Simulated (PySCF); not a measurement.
## Br (bromine, neutral) across methods

[Ar] 3d10 4s1 4p5 4d1, one real determinant (an excited configuration). Computed with PySCF 2.14 in aug-cc-pVQZ-DK (8s7p5d3f2g, 93 functions), with the spin-free X2C one-electron Hamiltonian (Gaussian nucleus).

| method | E (hartree) | mean ε 4p α (eV) | mean ε 4p β (eV) | mean ε 4d α (eV) | Σ⟨r²⟩ (bohr²) | ⟨S²⟩ |
| --- | --- | --- | --- | --- | --- | --- |
| PBE | -2605.031 | -12.083 | -10.247 | 0.700 | 50.85 | 3.752 |
| revPBE | -2605.216 | -12.072 | -10.196 | 0.676 | 50.92 | 3.753 |
| wB97X-V | -2605.130 | -16.018 | -13.565 | -1.227 | 50.35 | 3.753 |
| r2SCAN | -2605.342 | -12.690 | -10.419 | 0.686 | 50.67 | 3.755 |
| PBE0 | -2605.070 | -13.698 | -11.203 | 0.152 | 50.64 | 3.753 |
| wB97X | -2605.404 | -16.049 | -13.497 | -1.174 | 50.21 | 3.754 |
| LC-wPBE | -2605.041 | -16.511 | -13.913 | -1.496 | 49.98 | 3.752 |
| LDA | -2601.632 | -12.175 | -10.435 | 0.767 | 50.72 | 3.752 |

Estimate the same row for UHF.

E (hartree) = -2603.53746; mean ε 4p α (eV) = -17.831; mean ε 4p β (eV) = -12.811; mean ε 4d α (eV) = -1.149; Σ⟨r²⟩ (bohr²) = 51.12; ⟨S²⟩ = 3.763.

⟨L²⟩ = 7.99 against 12 for a pure F term, so this real determinant mixes terms. The outer electron is Rydberg-like, and this basis confines it to a smaller radius and binds it less than a complete one would.

The highest occupied level is positive at PBE, revPBE, r2SCAN, PBE0, LDA: only the finite basis holds that electron, which in a density functional comes from self-interaction.
